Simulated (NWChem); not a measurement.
CH₆N₂Si₂; SMILES [Si@H]1([SiH2]N=C1)N

```xyz
11

N      0.2846    -2.3316     0.4227
Si    -0.0439    -0.8547    -0.3920
C     -1.4201     0.4088     0.1067
N     -0.8912     1.5802     0.1732
Si     0.8829     1.2654     0.0334
H      0.5018    -2.3914     1.4092
H      0.1145    -3.2367     0.0033
H     -0.2091    -1.2269    -1.8336
H     -2.5129     0.2927     0.2591
H      1.5477     1.5023     1.3525
H      1.5774     2.1180    -0.9819
```
Atoms are numbered in this order, from 1.

Results from NWChem. Pople sets run with spherical d functions. Structure relaxed at the PBE0/def2-SVP level. Ions are spin-unrestricted doublets at the neutral geometry; other ion states weren't tried.

Predict the results for LDA (Slater exchange, VWN5)/6-31+G*. Quantities: vertical ionisation energy, ΔSCF (eV); −ε(HOMO) (eV).

The vertical ionisation energy, ΔSCF (eV) comes out as 8.34 and the −ε(HOMO) (eV) is 5.38.
